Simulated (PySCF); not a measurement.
# ICl, PBE0: how much the basis matters

PySCF, UKS reference; singlet, unpaired electrons none; De to I + Cl without counterpoise correction.

```
                 basis                           relativity  functions  Re (Å)  ωe (cm⁻¹)  De (eV)  μ (D)
              def2-SVP  scalar-relativistic core potentials         44   2.357        386     2.19  -1.39
cc-pVDZ-PP/cc-pV(D+d)Z  scalar-relativistic core potentials         46   2.349        385     2.18  -1.45
            x2c-SVPall                        spin-free X2C         54   2.361        382     2.21  -1.36
cc-pVTZ-PP/cc-pV(T+d)Z  scalar-relativistic core potentials         78   2.318        403     2.39  -1.16
            def2-TZVPP  scalar-relativistic core potentials         92   2.312        401     2.40  -1.13
```

(1) How does each smaller set differ from the one with most functions, def2-TZVPP?

A positive dipole means I(−)Cl(+). Spin–orbit coupling is left out, which matters for elements this heavy, above all for dissociation energies.

Results:

(1) def2-SVP: +4.5 pm, -3.7 % in ωe, -0.21 eV in De; cc-pVDZ-PP/cc-pV(D+d)Z: +3.7 pm, -4.0 % in ωe, -0.22 eV in De; x2c-SVPall: +4.9 pm, -4.7 % in ωe, -0.19 eV in De; cc-pVTZ-PP/cc-pV(T+d)Z: +0.6 pm, +0.5 % in ωe, -0.01 eV in De. All at PBE0; the set with most functions is neither the basis-set limit nor always the best. The rows treat relativity differently, so the differences are not basis effects alone.
